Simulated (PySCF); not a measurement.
SMILES CC(C)c1cccc(N)c1, GFN2-xTB optimised geometry.

```
23

C     -1.53    -2.28     1.26
C     -1.83    -1.46     0.00
C     -1.54    -2.28    -1.26
C     -1.06    -0.17     0.00
C     -1.73     1.05     0.00
C     -1.02     2.24     0.00
C      0.36     2.23     0.00
C      1.05     1.02     0.00
N      2.43     1.00    -0.08
C      0.33    -0.17     0.00
H     -0.48    -2.58     1.28
H     -1.73    -1.70     2.15
H     -2.14    -3.18     1.28
H     -2.90    -1.22     0.01
H     -1.76    -1.69    -2.15
H     -0.49    -2.57    -1.29
H     -2.15    -3.18    -1.28
H     -2.81     1.07     0.00
H     -1.55     3.18     0.01
H      0.91     3.16     0.01
H      2.90     1.84     0.23
H      2.88     0.15     0.22
H      0.87    -1.10     0.00
```

Density from CAM-B3LYP/def2-SVP in PySCF 2.14.0 at that geometry.

Minimum of the electron density along straight lines between bonded atoms, close to the bond critical point (lines longer than 1.1 times the sum of covalent radii, or with two minima, are not listed):

| bond | length / Å | ρ at the minimum / e bohr⁻³ | ∇²ρ there / e bohr⁻⁵ | position (fraction from the first atom) |
|---|---|---|---|---|
| C1–C2 | 1.530 | 0.244 | -0.56 | 0.50 |
| C2–C3 | 1.530 | 0.244 | -0.56 | 0.50 |
| C2–C4 | 1.510 | 0.256 | -0.61 | 0.49 |
| C4–C5 | 1.389 | 0.312 | -0.80 | 0.51 |
| C5–C6 | 1.384 | 0.314 | -0.82 | 0.49 |
| C6–C7 | 1.380 | 0.316 | -0.82 | 0.50 |
| C7–C8 | 1.394 | 0.310 | -0.80 | 0.48 |
| C8–N9 | 1.383 | 0.308 | -0.98 | 0.36 |
| C4–C10 | 1.386 | 0.312 | -0.80 | 0.50 |
| C8–C10 | 1.393 | 0.311 | -0.80 | 0.52 |
| C1–H11 | 1.087 | 0.277 | -1.02 | 0.63 |
| C1–H12 | 1.088 | 0.277 | -1.03 | 0.63 |
| C1–H13 | 1.088 | 0.276 | -1.02 | 0.63 |
| C2–H14 | 1.096 | 0.277 | -1.01 | 0.62 |
| C3–H15 | 1.088 | 0.277 | -1.03 | 0.63 |
| C3–H16 | 1.087 | 0.277 | -1.02 | 0.63 |
| C3–H17 | 1.088 | 0.276 | -1.02 | 0.63 |
| C5–H18 | 1.080 | 0.282 | -1.06 | 0.63 |
| C6–H19 | 1.081 | 0.283 | -1.09 | 0.63 |
| C7–H20 | 1.081 | 0.280 | -1.05 | 0.62 |
| N9–H21 | 1.007 | 0.336 | -1.58 | 0.77 |
| N9–H22 | 1.007 | 0.336 | -1.58 | 0.77 |
| C10–H23 | 1.081 | 0.280 | -1.04 | 0.62 |
